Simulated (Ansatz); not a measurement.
Saddle point of SiH2BrClF2, singlet (SiHBrF₂ ([F][SiH]([F])[Br]) + HCl → SiHClF₂ ([F][SiH]([F])[Cl]) + HBr; bonds formed: Si1–Cl7, Br2–H6; bonds broken: Si1–Br2, H6–Cl7), PBE0-D4/def2-TZVP structure:

```json
{"atom": "Si1", "x (Å)": "-0.5237", "y (Å)": "-0.0481", "z (Å)": "-0.3813"}
{"atom": "Br2", "x (Å)": "0.6044", "y (Å)": "-1.4626", "z (Å)": "1.3427"}
{"atom": "F3", "x (Å)": "-0.6614", "y (Å)": "0.9947", "z (Å)": "-1.5873"}
{"atom": "F4", "x (Å)": "-1.6147", "y (Å)": "0.4628", "z (Å)": "0.6377"}
{"atom": "H5", "x (Å)": "-0.7791", "y (Å)": "-1.2827", "z (Å)": "-1.1302"}
{"atom": "H6", "x (Å)": "1.5462", "y (Å)": "0.1245", "z (Å)": "1.0031"}
{"atom": "Cl7", "x (Å)": "1.4282", "y (Å)": "1.2115", "z (Å)": "0.1154"}
```

Energies are electronic, without zero-point energy. Barriers and step energies count from the start structure reached by relaxing down the imaginary mode; all methods use the PBE0-D4 structures, on which another method's saddle can fall below an end. Computed with Ansatz 0.2.0 (basis: def2-TZVPP, with def2-QZVPP for the basis limit); correlated methods freeze the cores. Filled d shells of the heavier atoms are correlated. The def2 sets are not built for correlating such inner shells, so the correlated values are less sure here. B3LYP uses VWN-RPA correlation. Extrapolation: Hartree–Fock as exp(−7.88 √X), correlation as X^−2.97.

| method | barrier (kcal/mol) | step energy (kcal/mol) |
| --- | --- | --- |
| SPW92 | 18.59 | -2.01 |
| PBE-D4 | 26.38 | -1.76 |
| BLYP-D4 | 30.77 | -2.33 |
| r2SCAN-D4 | 29.47 | -2.42 |
| B97M-V | 34.46 | -3.19 |
| PBE0-D4 | ? | -2.01 |
| B3LYP-D4 | ? | -2.48 |
| r2SCAN0-D4 | 32.45 | -2.47 |
| BHLYP-D4 | 38.86 | -2.73 |
| CAM-B3LYP-D4 | 35.84 | -2.88 |
| wB97X-V | 35.56 | -2.71 |
| wB97M-V | 33.83 | -2.69 |
| B2PLYP | 36.02 | -2.47 |
| PBE-QIDH | 34.46 | -2.20 |
| RPA on PBE | 37.16 | -2.72 |
| HF | 52.16 | -3.15 |
| MP2 | ? | -2.23 |
| CCSD | 40.33 | -2.62 |
| CCSD(T) | 37.41 | -2.51 |

Question: Fill in the withheld barriers. (To be estimated.)

Answer: The calculation gives: MP2 35.66; B3LYP-D4 33.97; PBE0-D4 30.80 kcal/mol. Each is the energy of the saddle less that of the start structure, by the same method.

For comparison, the barrier by CCSD(T) at an estimated basis limit (MP2 extrapolated from triple and quadruple zeta, plus CCSD(T) − MP2 in triple zeta) is 35.94 kcal/mol.

No T1 diagnostic of these runs exceeds 0.011.

Labels in which every atom is bracketed show which atoms are joined, not bond orders.

For scale, one of the runs: CCSD(T)/def2-TZVPP, 222 basis functions, launched by `ansatz run in.yaml --threads 8 --pin off --events-out ev --progress --plain --max-ram 19148MiB`. Hardware: 8 CPU threads of an Arm Neoverse V2, shared host. Wall time 86 s; peak host memory 3.7 GiB.
